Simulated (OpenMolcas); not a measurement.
**Fe3+: from RASSCF to RASPT2**

```json
{
 "Program": "OpenMolcas",
 "Basis": "ANO-RCC-VTZP [6s5p3d2f1g]",
 "Scalar Hamiltonian": "DKH2, point nucleus",
 "Active space": "5 electrons in 9 orbitals (RAS2 3d 4s; RAS3 4p, at most 2 electrons)",
 "State averaging": "2S+1 = 6 even, 6 roots; 2S+1 = 4 even, 50 roots kept (CI in the orbitals of an earlier block); 2S+1 = 2 even, 75 roots kept (CI in the orbitals of an earlier block); 2S+1 = 6 odd, 7 roots (0 in the spin-orbit step); 2S+1 = 4 odd, 3 roots kept (CI in the orbitals of an earlier block, 0 in the spin-orbit step)",
 "Spin-orbit coupling": "RASSI with atomic mean-field integrals over the reference wave functions, term energies averaged over their components"
}
```

Methods on the same reference wave functions:
A. RASSCF
B. SS-RASPT2, IPEA 0.25 Eh, imaginary shift 0.1 Eh (closed shells correlated: 3s 3p)
C. MS-RASPT2, IPEA 0.25 Eh, imaginary shift 0.1 Eh (closed shells correlated: 3s 3p)

Energies in cm-1 above 3d5 6S 5/2, the measured ground level; measured values from Corliss and Sugar, J. Phys. Chem. Ref. Data 11, 135 (1982).

| Level | A | B | C | Measured |
| --- | --- | --- | --- | --- |
| 3d5 6S 5/2 | 0.0 | 0.0 | 0.0 | 0.0 |
| 3d5 4G 5/2 | 39336 | 33050 | 33050 |  |
| 3d5 4G 7/2 | 39366 | 33080 | 33080 |  |
| 3d5 4G 11/2 | 39374 | 33100 | 33100 | 32246 |
| 3d5 4G 9/2 | 39383 | 33110 | 33110 |  |
| 3d5 4P 5/2 | 44883 | 36300 | 36290 | 35254 |
| 3d5 4P 3/2 | 44963 | 36390 | 36390 | 35333 |
| 3d5 4P 1/2 | 45054 | 36510 | 36510 | 35407 |
| 3d5 4D 7/2 | 48813 | 39440 | 39430 | 38779 |
| 3d5 4D 1/2 | 48905 | 39550 | 39540 | 38897 |
| 3d5 4D 3/2 | 48973 | 39630 | 39630 |  |
| 3d5 4D 5/2 | 48988 | 39650 | 39650 |  |
| 3d5 2I 11/2 | 56194 | 48560 | 48560 |  |
| 3d5 2I 13/2 | 56266 | 48660 | 48660 |  |
| 3d5 2D 5/2(1) [69 %] | 62621 | 50920 | 50920 | 49542 |
| 3d5 2D 3/2(1) | 63315 | 51480 | 51480 | 50051 |
| 3d5 2F 7/2(1) | 64603 | 53190 | 53190 | 51394 |
| 3d5 4F 9/2 | 65712 | 53720 | 53720 | 52621 |
| 3d5 4F 7/2 | 65773 | 53790 | 53790 | 52695 |
| 3d5 4F 3/2 | 65976 | 54000 | 54000 |  |
| 3d5 2H 9/2 [72 %] | 68731 | 57710 | 57710 | 56058 |
| 3d5 2H 11/2 | 69002 | 58240 | 58240 | 56369 |
| 3d5 2G 7/2(1) | 71178 | 58740 | 58740 | 57408 |
| 3d5 2G 9/2(1) [71 %] | 71403 | 59200 | 59200 | 57721 |

Deviations, from unrounded energies. A percentage is the sum of absolute deviations over the sum of measured energies, with the sign that they share, or ± where signs differ.

| Against measurement | Levels | A | B | C |
| --- | --- | --- | --- | --- |
| mean absolute deviation (cm-1) | 15 | 12000 | 1200 | 1200 |
| other terms of the ground configuration (%) | 15 | +24.9 | +2.6 | +2.6 |

B, C lie about equally close to measurement and A furthest from it. The largest miss of C in the table is 3d5 2H 11/2, by +1900 cm-1. The ranking rests on the paired levels alone, and a cruder setting can come out closer through cancelling errors.

Between B and C no level of the table moves by more than 5 cm-1.

The two smallest mean deviations differ by little beside CASPT2's spread within terms, so their order carries little weight.

From A to B the spin-free energies of the other terms of 3d5 shown, above 6S, scale by factors of 0.81 to 0.86, as is usual when dynamic correlation screens the repulsion within a d or f shell.

The lowest spin-free term lies below A's lowest term by 0.410 hartree in B, 0.410 hartree in C.

CASPT2 does not keep the components of a term degenerate, so their means are used; among the terms shown or strongly mixed into the levels shown the widest spread is 420 cm-1 (3d5 4F, C). Over all roots computed the reference weight is 0.90 to 0.96 in B, 0.90 to 0.96 in C; the roots of lowest weight are the least certain, and an intruder state may touch them. Some high roots are left out of the spin-orbit mixing, which shifts the levels that they would mix with. Terms from blocks run as CI alone lack orbitals of their own. Without dynamic correlation excited terms often stand tens of per cent too high (terms of higher spin than the ground term too low), and those without a measured partner can miss by more than the paired ones (holds for A). Some levels mix across a computed gap that differs much from the measured one, so their mixing is not that of the real levels (holds for A). Blocks of more than 70 roots (2S+1 = 2 even) ran without multistate coupling (holds for C). Measured partners are found by configuration, term and J. A level has none where our copy of the source lacks it or the pairing is in doubt (some pairs that miss far off the trend of their configuration count as doubtful), and it then counts in no deviation. Levels of configurations outside the active space are missing. Levels that lie high or do not pair safely by name in every column are left out.

A share in square brackets marks a mixed level and gives the weight of the term that names it, the lowest over the columns. A number in round brackets counts repeated terms of one configuration in the order of the reference energies.
